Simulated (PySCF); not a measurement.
SbO₂⁻: from structure and modes to constants

Level of theory: PBE0/[Sb def2-TZVPD with ECP28, O def2-TZVPD], scalar-relativistic core potentials, density fitting, no spin–orbit coupling, PySCF.

The singlet minimum has C2v symmetry. Masses (u): Sb 120.90382, O 15.99492.

```xyz
3
charge -1 multiplicity 1, angstrom
Sb    0.0000    0.0000   -0.2183
O     1.5224    0.0000    0.8251
O    -1.5224    0.0000    0.8251
```

Harmonic wavenumbers (cm⁻¹): 272.6 (a1, ×1), 792.9 (b2, ×1), 800.5 (a1, ×1).

Q: What is the harmonic zero-point energy?

A: Half the sum of all 3 wavenumbers, 1866/2 = 933 cm⁻¹, which is 11.2 kJ/mol (1 cm⁻¹ = 0.0119627 kJ/mol).

Q: Find the vibrational entropy and heat capacity at 298.15 K.

A: With u = 1.43878 ω/T, each mode gives S = R[u/(eᵘ−1) − ln(1−e⁻ᵘ)] and C = R u² eᵘ/(eᵘ−1)².
| ω (cm⁻¹) | u | S (J/(mol K)) | C (J/(mol K)) |
| --- | --- | --- | --- |
| 272.6 | 1.315 | 6.61 | 7.21 |
| 792.9 | 3.826 | 0.89 | 2.77 |
| 800.5 | 3.863 | 0.87 | 2.72 |
The sums over all modes are S = 8.4 and C = 12.7 J/(mol K); the softest mode gives 79 % of the entropy.

Only a few start shapes were tried, so a lower isomer may exist. The lowest empty level of this anion is unbound, so it and the gap depend on the basis.
